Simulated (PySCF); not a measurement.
## Correlation energy of Mg⁺ (magnesium, charge +1)

[Ne] 3d1, 2D determinant (an excited configuration). All numbers are calculated (PySCF 2.14, the non-relativistic Hamiltonian (point nucleus), in aug-cc-pCVDZ). Frozen: 1s2; 9 electrons correlated.

| level | correlation energy (mhartree) |
| --- | --- |
| CCSD | -165.96 |
| (T) | -0.24 |
| CCSD(T) | -166.20 |

Diagnostics: T1 = 0.0016, D1 = 0.0024, largest double amplitude 0.015.

Problem. Is a single reference adequate?

Solution. Yes: T1 lies below 0.03 and no double amplitude reaches 0.07.
